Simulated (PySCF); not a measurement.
C4H7F2NO.
SMILES: `[H]/N=C(/COC(F)F)C`

Torsions of this conformer, `[H]/[N:3]=[C:2](\[CH3:1])[CH2:4][O:5][CH:6]([F:7])[F:8]`: C1–C2–C4–O5 -64°, C2–C4–O5–C6 -63°, C4–O5–C6–F7 -154°.

The closed-shell ground state was solved at several levels (PySCF, density fitting, gas phase, non-relativistic). Isolated species at its GFN2-xTB geometry (one conformer only).

```csv
level,basis functions,HOMO (eV),LUMO (eV),gap (eV),dipole (D)
PBE0/def2-SVPD,225,-7.82,-0.60,7.22,2.84
B3LYP/pcJ-1,286,-7.48,-0.65,6.83,2.82
```

**Question.** What might PBE0/pcSseg-1 (171 basis functions) give for the same quantities?

**Answer.** HOMO -7.75 eV, LUMO -0.42 eV, gap 7.33 eV, dipole 2.81 D.

**Question.** Over all these levels, which gives the widest orbital gap and which the narrowest?

**Answer.** PBE0/pcSseg-1 (global hybrid, 25 % exact exchange) has the widest, 7.33 eV, and B3LYP/pcJ-1 (global hybrid, 20 % exact exchange) the narrowest, 6.83 eV. Functional and basis both differ between the two, so the spread mixes both effects.

**Question.** How far do the dipole and the HOMO energy spread over the levels?

**Answer.** The dipole runs from 2.81 to 2.84 D (mean 2.82 D) and the HOMO from -7.82 to -7.48 eV.
